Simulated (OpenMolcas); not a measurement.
Re4+ with 4 ligands (bromide) in tetrahedral coordination (Td) at 2.41 Å. Ligand basis ANO-RCC-VDZP.
```
Re    0.0000    0.0000    0.0000
Br    1.3914    1.3914    1.3914
Br    1.3914   -1.3914   -1.3914
Br   -1.3914    1.3914   -1.3914
Br   -1.3914   -1.3914    1.3914
```

```yaml
Program: OpenMolcas 26.06
Method: CASSCF
Basis: ANO-RCC-VDZP [7s6p4d2f1g]
Scalar_Hamiltonian: DKH2, point nucleus
Active_space: 3 electrons in 5 orbitals (5d)
State_averaging: 2S+1 = 4 even, 10 roots; 2S+1 = 2 even, 40 roots
Spin-orbit_coupling: state interaction with AMFI integrals over the reference wave functions
```

(1) What is the spin-free ground state (labels of Td)?

(2) Where is the first state of the same spin?

(3) What are the lowest two levels with spin-orbit coupling?

(4) What is χT at 300 K?

## Answers

(1) 4T1, 3-fold in its orbital part; it has the highest spin that d3 allows.

(2) 4T2 at 9840 cm-1 above the ground state.

(3) A 4-fold level Γ8, then a 2-fold level 2963 cm-1 above it. Their leading multiplicities are 4 (68 %) and 4 (99 %).

(4) 0.47 cm3 K/mol.

Spin-orbit coupling mixes the spin-free states strongly: the lowest level takes only 63 % from its leading state, 4T1. Without dynamic correlation the repulsion within the d shell is too large (B by tens of per cent), so at a given field states of lower spin stand too high. This shell can be high or low spin here, a state of another spin lies low, and with metal d orbitals alone active their balance is uncertain, so the ground spin may be wrong. The least metal-like active orbital is 65 % on the metal (Löwdin) and no ligand orbital is active, so the numbers are rough, and ground spin, moment and any spin crossover can be artefacts of this space; highly charged d ions in such sites are as a rule low spin. With metal d orbitals alone the field can be off either way by tens of per cent. Ligand-to-metal charge-transfer states are missing. With no ligand orbital active B as a rule stays too high, so bands that hang on it stand too high and its fall with covalency is understated. No measured value stands beside these numbers; the geometry was imposed, not optimised, and the real ion may take another.
